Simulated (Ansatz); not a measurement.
Ansatz (an electronic-structure program) input (HSE06/def2-TZVPD):

Ansatz 0.2 input:
```yaml
crystal:
  periodic: [false, false, false]
  atoms:
    - {symbol: C, position_ang: [2.02286844, 0.39930605, 0.07500008]}
    - {symbol: O, position_ang: [0.80603243, -0.46357815, 0.09808488]}
    - {symbol: B, position_ang: [-0.61099919, -0.09037655, -0.02559734]}
    - {symbol: C, position_ang: [-0.89570203, 1.40031209, -0.28362932]}
    - {symbol: C, position_ang: [-1.57737472, -1.27882723, 0.12107873]}
    - {symbol: H, position_ang: [1.75659949, 1.28040130, -0.49425225]}
    - {symbol: H, position_ang: [2.79777835, -0.17396453, -0.42288210]}
    - {symbol: H, position_ang: [2.27553318, 0.63607279, 1.10341288]}
    - {symbol: H, position_ang: [0.98975298, -1.39676291, 0.29552998]}
    - {symbol: H, position_ang: [-0.42470172, 2.05595417, 0.45546922]}
    - {symbol: H, position_ang: [-1.96560697, 1.60277571, -0.27811725]}
    - {symbol: H, position_ang: [-0.51279337, 1.71077208, -1.26341159]}
    - {symbol: H, position_ang: [-1.12808574, -2.26514809, 0.25639995]}
    - {symbol: H, position_ang: [-2.23520750, -1.32218284, -0.75337691]}
    - {symbol: H, position_ang: [-2.24528242, -1.09215530, 0.96983876]}
basis:
  gaussian:
    orbitals: def2-TZVPD
hamiltonian:
  xc: {name: HSE06}
total_charge: 1
output: {forces: true}
```

End of the output:

```
integrals: 0.25 GiB planned
1381 factors; their error is unknown
integrals: 0.29 GiB planned
229 factors; integrals over basis functions are off by at most 2.4e-7 eV
0.48 GiB of the device are held for the grids
1.87 GiB of device memory are held for the factors and their scratch space
mean field: 1.75 GiB planned
mean field evaluation 1: about -5967.2612 eV, gradient 9.6e1 eV
mean field evaluation 2: about -5959.9850 eV, gradient 1.1e2 eV
mean field evaluation 4: about -5986.0064 eV, gradient 6.6e0 eV
mean field evaluation 8: about -5986.0864 eV, gradient 5.5e-2 eV
mean field evaluation 16: about -5986.0617 eV, gradient 1.3e-4 eV
mean field -5986.06167340 eV, -219.9837089990 hartree, gradient 4.4e-5 eV, S^2 0.000000; 0 other end points of the search recorded, 0 dependent functions left out
the calculation of the forces begins
reference -5986.06171970 eV, -219.9837107006 hartree; 20, 20 occupied and 258, 258 virtual orbitals, 1381 factors
Total energy: -5986.06171970 eV, -219.9837107006 hartree
Atom 0 at     2.022868     0.399306     0.075000 Å, force    -0.341127    -0.255832     0.022079 eV/Å
Atom 1 at     0.806032    -0.463578     0.098085 Å, force     0.182572     0.139193     0.004984 eV/Å
Atom 2 at    -0.610999    -0.090377    -0.025597 Å, force     0.073691    -0.003770     0.004835 eV/Å
Atom 3 at    -0.895702     1.400312    -0.283629 Å, force     0.032314    -0.055388     0.012280 eV/Å
Atom 4 at    -1.577375    -1.278827     0.121079 Å, force     0.075668     0.014124    -0.000800 eV/Å
Atom 5 at     1.756599     1.280401    -0.494252 Å, force    -0.026380     0.058429    -0.039658 eV/Å
Atom 6 at     2.797778    -0.173965    -0.422882 Å, force     0.043683    -0.031592    -0.027894 eV/Å
Atom 7 at     2.275533     0.636073     1.103413 Å, force     0.018080     0.010228     0.054733 eV/Å
Atom 8 at     0.989753    -1.396763     0.295530 Å, force    -0.020144     0.105672    -0.022811 eV/Å
Atom 9 at    -0.424702     2.055954     0.455469 Å, force     0.018544     0.024272     0.025205 eV/Å
Atom 10 at    -1.965607     1.602776    -0.278117 Å, force    -0.040877     0.001391    -0.000768 eV/Å
Atom 11 at    -0.512793     1.710772    -1.263412 Å, force     0.013236     0.009720    -0.033943 eV/Å
Atom 12 at    -1.128086    -2.265148     0.256400 Å, force     0.006517    -0.038005     0.005244 eV/Å
Atom 13 at    -2.235208    -1.322183    -0.753377 Å, force    -0.018005     0.007327    -0.027906 eV/Å
Atom 14 at    -2.245282    -1.092155     0.969839 Å, force    -0.017771     0.014231     0.024422 eV/Å
Dipole moment:     0.576014    -0.199271     0.078453 e Å
```

It need not be the lowest isomer of its formula.
